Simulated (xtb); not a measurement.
C₅H₇F, SMILES F[C@@H]1C(=C)CC1. All values are semi-empirical tight-binding results from xtb (GFN2-xTB unless named), good for trends rather than for accurate numbers. The structure is a stationary point at GFN2-xTB. The structure was generated by enumeration; whether it is a known compound was not checked.

Optimised geometry:

```xyz
13

C      1.7396     0.9403     0.4090
C      0.4874     0.6007     0.1905
C     -0.8383     0.9656     0.8081
C     -1.4761    -0.2169     0.0530
C     -0.1632    -0.4087    -0.7230
F      0.3630    -1.6799    -0.6873
H      2.0031     1.6722     1.1540
H      2.5480     0.4904    -0.1419
H     -0.8744     0.9129     1.8946
H     -1.2071     1.9405     0.4914
H     -1.6856    -1.0699     0.6935
H     -2.3508     0.0083    -0.5518
H     -0.1963    -0.1213    -1.7796
```

* **orbital gap**: 5.25 eV
* **dipole moment**: 2.43 D
* **zero-point energy**: 66.0 kcal/mol
* **G − E(el) at 298.15 K (modified RRHO)**: 47.5 kcal/mol
* **static polarisability (D4 model)**: 57.7 bohr³
* **solvation energy, GFN2-xTB/ALPB(water)**: -2.5 kcal/mol
* **solvation energy, GFN2-xTB/ALPB(methanol)**: -5.0 kcal/mol

### Question
Give the IR lines (harmonic; lines under 4 % of the strongest left out, lines within 3 cm⁻¹ merged). (An estimate is asked for; the answer gives what the named calculation found.)

### Answer
ν (cm⁻¹): 210 (w), 399 (w), 509 (w), 854 (w), 903 (m), 968 (w), 1024 (w), 1093 (w), 1100 (vs), 1178 (w), 1201 (w), 1294 (m), 1465 (w), 1775 (m), 2917 (s), 2991 (m), 3010 (m), 3027 (s), 3038 (m), 3101 (w), 3129 (m) (against the strongest line: vs over 80 %, s over 45 %, m over 15 %, w over 4 %, vw less)

Computed atomic charges and the Wiberg bond orders between heavy atoms:
charges (e) C1 -0.09, C2 0.01, C3 -0.07, C4 -0.07, C5 0.14, F6 -0.26, H7 0.05, H8 0.05, H9 0.05, H10 0.05, H11 0.06, H12 0.04, H13 0.04. Bond orders C1–C2 1.95, C2–C3 1.00, C3–C4 1.00, C2–C5 0.98, C4–C5 0.99, C5–F6 0.93.
